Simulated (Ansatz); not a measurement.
Abridged output of a molecular run in Ansatz:

```
Functional definition: HF
1721 factors; integrals over basis functions are off by at most 1.0e-3 eV
mean field evaluation 1: about -30867.0418 eV, gradient 3.6e1 eV
mean field evaluation 2: about -30867.3402 eV, gradient 3.6e1 eV
mean field evaluation 4: about -30870.8378 eV, gradient 4.5e0 eV
mean field evaluation 8: about -30870.9094 eV, gradient 2.5e-1 eV
mean field -30870.90965057 eV, -1134.4850046042 hartree, gradient 3.1e-6 eV, S^2 0.000000; 0 other end points of the search recorded, 0 dependent functions left out
17 core orbitals not correlated: weight in the atoms' cores, before any rotation towards them, 1.000 or more for the frozen orbitals, at most 0.000 for the correlated occupied ones
reference -30870.90965057 eV, -1134.4850046042 hartree; 16, 16 occupied and 267, 267 virtual orbitals, 1721 factors
second order -22.47485312 eV of doubles, -0.00000000 eV of singles
cycle   1  -23.61757099 eV  change    -1.1e0 eV  update   1.0e-1
cycle   2  -24.24473996 eV  change   -6.3e-1 eV  update   3.0e-2
cycle   3  -24.33603846 eV  change   -9.1e-2 eV  update   1.3e-2
cycle   4  -24.32617432 eV  change    9.9e-3 eV  update   3.3e-3
cycle   5  -24.32568933 eV  change    4.8e-4 eV  update   1.5e-3
cycle   6  -24.32574642 eV  change   -5.7e-5 eV  update   4.4e-4
cycle   7  -24.32559799 eV  change    1.5e-4 eV  update   1.7e-4
cycle   8  -24.32563356 eV  change   -3.6e-5 eV  update   5.8e-5
cycle   9  -24.32564510 eV  change   -1.2e-5 eV  update   1.9e-5
perturbative correction -0.94233466 eV, -0.0346301600 hartree
Total energy: -30896.17763032 eV, -1135.4135857329 hartree
```

Its atoms:

Cartesian coordinates in Å:
```
Si 1.4462 1.0056 -1.3078
C 0.3681 -0.3615 -0.5794
N -0.6504 0.1899 0.3046
Si -1.2880 -0.6501 1.6390
Cl -2.4435 -2.2963 1.1410
H 2.2245 1.6744 -0.2338
H 2.3755 0.4505 -2.3282
H 0.5611 2.0141 -1.9546
H 1.0163 -1.0274 0.0011
H -0.0571 -0.9806 -1.3813
H -1.2252 0.8972 -0.1279
H -0.1661 -1.1921 2.4365
H -2.1615 0.2763 2.3909
```

Which basis set was used?
A. def2-QZVPP
B. cc-pV(D+d)Z
C. cc-pV(Q+d)Z
D. def2-TZVPP

D. It gives 300 functions.

Write the keys of the input that set method, charge and spin (a neutral closed shell needs none for the last two).


```yaml
correlation: {method: ccsd_t}
```
